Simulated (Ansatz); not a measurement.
Cartesian coordinates in Å:
```
C 0.406 -1.478 -0.383
B 0.026 -0.006 -0.007
C 1.144 1.089 -0.055
Ga -1.933 0.485 0.546
H -0.186 -2.269 0.082
H 0.199 -1.546 -1.464
H 1.471 -1.703 -0.264
H 0.818 2.111 -0.258
H 1.555 1.104 0.969
H 1.982 0.836 -0.713
H -2.417 0.543 2.050
H -3.065 0.833 -0.503
```

Charge 0, multiplicity 1.

Task: List the PBE0/def2-TZVPP orbital energies in eV (Ansatz 0.2.0). (Best estimate.)

Result: The calculation gave: Occupied: -10146.56, -1252.47, -1108.66, -1108.55, -1108.53, -277.61, -277.61, -184.61, -150.68, -103.73, -103.41, -103.37, -22.80, -22.66, -22.64, -22.48, -22.44, -20.18, -19.19, -13.06, -12.15, -11.65, -11.17, -11.06, -10.82, -9.12, -8.07, -6.85. Lowest empty: -1.42, -1.04, 0.94, 1.63, 2.22, 2.34, 2.59, 2.62.
